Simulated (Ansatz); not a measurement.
Harmonic frequencies (cm⁻¹) at PBE0-D4/def2-TZVP from Ansatz: 67, 95, 158, 187, 290, 407, 511, 605, 616, 631, 761, 886, 908, 931, 953, 959, 962, 1031, 1102, 1230, 1249, 1322, 1439, 1469, 1718, 2216, 2232, 2241, 3070, 3124, 3153, 3170, 3244.

Each molecule was computed in one conformer, which needn't be the lowest.

Question: Which molecule is it?
A. `C[SiH2]CC=S`
B. `C=C[SiH](C)S`
C. `C=CCS[SiH3]`
D. `C[SiH2]SSC`

Answer: C.
